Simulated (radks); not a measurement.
Polarisability of the fluorine ion F+, [He] 2s2 2p4, at imaginary frequency. All-electron calculation, non-relativistic Kohn-Sham, LDA (Slater exchange, Perdew-Wang correlation), spin-polarised, spherical densities, point nucleus; open shells are filled with parallel spins first. Program: a radial shooting solver on a logarithmic mesh with Libxc functionals. Response by self-consistent Sternheimer equations with the Hartree and adiabatic LDA kernel.

| w (hartree) | alpha1(iw) (bohr^3) |
|---|---|
| 0.00266 | 1.891 |
| 0.0143 | 1.890 |
| 0.0360 | 1.888 |
| 0.0697 | 1.883 |
| 0.118 | 1.869 |
| 0.186 | 1.838 |
| 0.280 | 1.778 |
| 0.413 | 1.669 |
| 0.605 | 1.491 |
| 0.892 | 1.235 |
| 1.35 | 0.9162 |
| 2.12 | 0.5798 |
| 3.59 | 0.2913 |
| 6.94 | 0.1028 |
| 17.5 | 0.01984 |

Static values: alpha1 = 1.891 bohr^3 (0.2801 angstrom^3; uncoupled 2.333). C6 = 3.540, triple-dipole C9 = 4.749 atomic units. One-pole (London) frequency 4 C6 / (3 alpha1^2) = 1.321 hartree, against 0.963 for minus the highest occupied eigenvalue. The dipole shielding factor is 0.889, as the force sum rule N/Z = 0.889 demands.
